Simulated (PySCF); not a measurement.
Simulated outer-valence photoelectron spectrum of `ClCC=[Se]`. Level of theory: EOM-IP-CCSD/aug-cc-pVDZ in PySCF, restricted Hartree–Fock reference, frozen core, non-relativistic, gas phase, PBE0-D3(BJ)/def2-SVP geometry.

Each root has a Gaussian of 0.8 eV full width with its one-hole share as area; cross sections and vibrations are left out, and the highest printed point is 100.

```tsv
ionisation energy (eV)	intensity
7.6	0
7.8	1
8.0	4
8.2	12
8.4	27
8.6	43
8.8	49
9.0	39
9.2	22
9.4	9
9.6	3
9.8	1
10.0	4
10.2	13
10.4	29
10.6	48
10.8	64
11.0	76
11.2	91
11.4	100
11.6	91
11.8	63
12.0	32
12.2	13
12.4	9
12.6	18
12.8	34
13.0	47
13.2	46
13.4	32
13.6	16
13.8	6
14.0	4
14.2	10
14.4	27
14.6	54
14.8	80
15.0	88
15.2	72
15.4	45
15.6	26
15.8	24
16.0	34
16.2	43
16.4	40
16.6	27
16.8	12
17.0	4
17.2	1
17.4	0
```

Task: Where are the maxima, and how many lines lie under the curve?

Result: 5 maxima, at 8.8, 11.4, 13.1, 15.0 and 16.3 eV, from 8 lines. At this width some lines have no maximum of their own.

Task: List the lines with their holes.

Result: 
| E (eV) | leading hole (HF orbital) | area | Koopmans (eV) |
| --- | --- | --- | --- |
| 8.77 | HOMO | 0.95 | 9.24 |
| 10.76 | HOMO-1 | 0.96 | 10.56 |
| 11.38 | HOMO-2 | 0.95 | 12.39 |
| 11.58 | HOMO-3 | 0.95 | 12.56 |
| 13.09 | HOMO-4 | 0.95 | 14.00 |
| 14.84 | HOMO-6 | 0.93 | 16.71 |
| 15.09 | HOMO-5 | 0.93 | 16.07 |
| 16.26 | HOMO-7 | 0.85 | 17.99 |

The widest gap, 1.99 eV, lies between 8.77 and 10.76 eV. Only orbitals with −ε under 21 eV, eight at most, were ionised, so the high end of the curve may lack lines.

Conformer computed: `[Cl:1][CH2:2][CH:3]=[Se:4]`: Cl1–C2–C3–Se4 135°.

One conformer stands for the species.
